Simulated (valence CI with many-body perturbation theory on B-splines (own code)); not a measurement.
# Os V: M1 decay

Computed by relativistic CI+MBPT: four valence electrons over a frozen Dirac-Fock core [Xe] 4f14, radial functions for each j: 9 s, 9 p, 10 d, 8 f, 5 g, 3 h, 1 i, with the one-electron correlation potential Σ1 (screened to all orders), the two-electron term Σ2, the three-electron term Σ3, Breit, model QED; selected single and double excitations, second order for the rest, scaled by the run's own slope (own B-spline code, finite nucleus).

Set against measurement, 53 paired levels are off by 751 cm⁻¹ on average, the worst by 1811. These come from a selection out of Palmeri et al., Atoms 14, 22 (2026). Levels without a partner in it may be off by more, other configurations by 1,000 to 8,000 cm⁻¹. Among the levels kept, up to 250 cm⁻¹ of a level comes from second order outside the variational space, and about a tenth of that is noise between levels of different J, which matters for small intervals. Only levels of the ground parity were solved; by the run's estimate the other parity begins above the list, which can be wrong where configurations are misplaced. 1 measured level below the end of the list, from 73849 cm⁻¹ on, found no clear computed partner, and computed levels of the same name lie up to 620 cm⁻¹ from them.

Lines 1 to 50 of 119 in falling wavelength, among levels below 14.793 eV, chosen from the decays that carry over 1 % of a level's rate. Wavelengths and rates use the calculated energies, so an error of 800 cm⁻¹ moves a line at 23650 Å by 19 % and its rate by three times that or more. S is in atomic units (e²a₀⁴ for E2 and M2, e²a₀⁶ for E3), for M1 in squared Bohr magnetons. Weak lines are less certain than strong ones. Lines between different terms over intervals too small for the method are left out, as are lines whose strength nearly cancels and 1 of this kind that miss the measured wavelength by over 7 %.

Names give the largest LS component (configuration and term), which can be under half, so a name can repeat, a term be missing and a line seem to break the LS rules; names also repeat where a configuration has a term twice. Letters in brackets count levels of one name in rising energy.

| λ vac (Å) | λ from measured levels | Upper | Lower | Type | A (s⁻¹) | S (a.u.) |
| --- | --- | --- | --- | --- | --- | --- |
| 49150 | 51350 | 5d4 5D_4 | 5d4 5D_3 | M1 | 1.85e-01 | 7.34e+00 |
| 44400 | 43010 | 5d4 3H_6 | 5d4 3H_5 | M1 | 1.48e-01 | 6.24e+00 |
| 33730 | 34070 | 5d4 5D_3 | 5d4 5D_2 | M1 | 1.07e+00 | 1.07e+01 |
| 26910 | 26510 | 5d4 5D_2 | 5d4 5D_1 | M1 | 2.48e+00 | 8.97e+00 |
| 24240 | 23200 | 5d4 5D_1 | 5d4 5D_0 | M1 | 2.90e+00 | 4.59e+00 |
| 23650 | 24180 | 5d4 1D_2 [a] | 5d4 3F_3 [a] | M1 | 5.27e-01 | 1.29e+00 |
| 20310 | 20120 | 5d4 3H_5 | 5d4 3H_4 | M1 | 2.20e+00 | 7.51e+00 |
| 17930 | 18440 | 5d4 3P_2 [b] | 5d4 3D_1 | M1 | 1.32e+00 | 1.41e+00 |
| 17500 | 17960 | 5d4 3P_2 [a] | 5d4 3P_1 [a] | M1 | 2.21e+00 | 2.19e+00 |
| 17290 | 16940 | 5d4 3G_4 | 5d4 3G_3 | M1 | 3.27e+00 | 5.63e+00 |
| 16620 | 17100 | 5d4 3P_2 [a] | 5d4 3F_2 [a] | M1 | 5.92e-01 | 5.04e-01 |
| 16460 | 16500 | 5d4 1D_2 [a] | 5d4 3P_2 [a] | M1 | 8.35e-01 | 6.90e-01 |
| 15770 | 16560 | 5d4 3P_2 [c] | 5d4 3P_2 [b] | M1 | 1.49e+00 | 1.08e+00 |
| 15600 | 15830 | 5d4 3P_1 [a] | 5d4 3P_0 [a] | M1 | 4.59e+00 | 1.94e+00 |
| 14740 | 15520 | 5d4 3F_4 [a] | 5d4 3H_5 | M1 | 1.77e+00 | 1.89e+00 |
| 14000 | 14780 | 5d4 1G_4 [a] | 5d4 3G_5 | M1 | 1.48e+00 | 1.36e+00 |
| 14000 | 13940 | 5d4 3G_5 | 5d4 3G_4 | M1 | 6.10e+00 | 6.83e+00 |
| 13560 | 13500 | 5d4 3H_4 | 5d4 5D_4 | M1 | 5.89e+00 | 4.90e+00 |
| 12770 | 13070 | 5d4 3P_2 [b] | 5d4 1D_2 [a] | M1 | 1.34e+00 | 5.19e-01 |
| 12710 | 12870 | 5d4 3F_3 [a] | 5d4 3F_2 [a] | M1 | 2.60e+00 | 1.39e+00 |
| 12010 | 12060 | 5d4 3D_1 | 5d4 3P_2 [a] | M1 | 4.64e+00 | 8.94e-01 |
| 11760 | 12150 | 5d4 3F_3 [a] | 5d4 3G_3 | M1 | 8.29e-01 | 3.50e-01 |
| 10970 | 11020 | 5d4 1G_4 [a] | 5d4 3D_3 | M1 | 1.15e+00 | 5.06e-01 |
| 10630 | 10690 | 5d4 3H_4 | 5d4 5D_3 | M1 | 1.93e+00 | 7.72e-01 |
| 10400 | 10800 | 5d4 3P_2 [b] | 5d4 3D_3 | M1 | 5.80e+00 | 1.21e+00 |
| 10400 | 10700 | 5d4 3G_5 | 5d4 3H_6 | M1 | 3.92e+00 | 1.80e+00 |
| 10360 | 10560 | 5d4 3G_4 | 5d4 3H_4 | M1 | 9.64e+00 | 3.58e+00 |
| 9700 | 9705 | 5d4 3D_3 | 5d4 3F_2 [a] | M1 | 9.83e+00 | 2.33e+00 |
| 9683 | 9985 | 5d4 3F_4 [b] | 5d4 1G_4 [a] | M1 | 1.79e+00 | 5.42e-01 |
| 9592 | 9764 | 5d4 1F_3 | 5d4 1D_2 [a] | M1 | 1.37e+00 | 3.13e-01 |
| 9134 | 9292 | 5d4 3D_3 | 5d4 3G_3 | M1 | 1.17e+01 | 2.31e+00 |
| 8948 | 9023 | 5d4 3F_2 [b] | 5d4 3P_2 [b] | M1 | 2.63e+00 | 3.49e-01 |
| 8895 | 9111 | 5d4 3G_3 | 5d4 5D_4 | M1 | 8.47e-01 | 1.55e-01 |
| 8648 | 8615 | 5d4 1G_4 [a] | 5d4 3F_3 [a] | M1 | 6.76e+00 | 1.46e+00 |
| 8639 | 8610 | 5d4 1I_6 | 5d4 3H_6 | M1 | 9.44e+00 | 2.93e+00 |
| 8541 | 8761 | 5d4 3F_4 [a] | 5d4 3H_4 | M1 | 1.12e+01 | 2.33e+00 |
| 8481 | 8600 | 5d4 1D_2 [a] | 5d4 3P_1 [a] | M1 | 2.89e+00 | 3.27e-01 |
| 8424 | 8568 | 5d4 3G_5 | 5d4 3H_5 | M1 | 6.55e+00 | 1.60e+00 |
| 8293 | 8483 | 5d4 3P_2 [b] | 5d4 3F_3 [a] | M1 | 3.91e+00 | 4.14e-01 |
| 8269 | 8399 | 5d4 1D_2 [a] | 5d4 3F_2 [a] | M1 | 5.97e+00 | 6.25e-01 |
| 8190 | 8443 | 5d4 1F_3 | 5d4 3D_3 | M1 | 1.00e+01 | 1.43e+00 |
| 8179 | 8339 | 5d4 1G_4 [a] | 5d4 3F_4 [a] | M1 | 1.12e+01 | 2.05e+00 |
| 8131 | 8079 | 5d4 3H_5 | 5d4 5D_4 | M1 | 2.45e+00 | 5.37e-01 |
| 7854 | 8087 | 5d4 1D_2 [a] | 5d4 3G_3 | M1 | 1.51e+00 | 1.36e-01 |
| 7532 | 7738 | 5d4 3G_3 | 5d4 5D_3 | M1 | 1.10e+01 | 1.22e+00 |
| 7232 | 7174 | 5d4 1I_6 | 5d4 3H_5 | M1 | 1.21e+01 | 2.20e+00 |
| 7191 | 7293 | 5d4 3P_2 [b] | 5d4 3P_2 [a] | M1 | 7.88e+00 | 5.43e-01 |
| 7121 | 7217 | 5d4 3D_1 | 5d4 3P_1 [a] | M1 | 1.40e+01 | 5.61e-01 |
| 7056 | 7303 | 5d4 3P_2 [c] | 5d4 1D_2 [a] | M1 | 1.01e+01 | 6.57e-01 |
| 7001 | 7176 | 5d4 1G_4 [a] | 5d4 3G_4 | M1 | 4.92e+00 | 5.63e-01 |
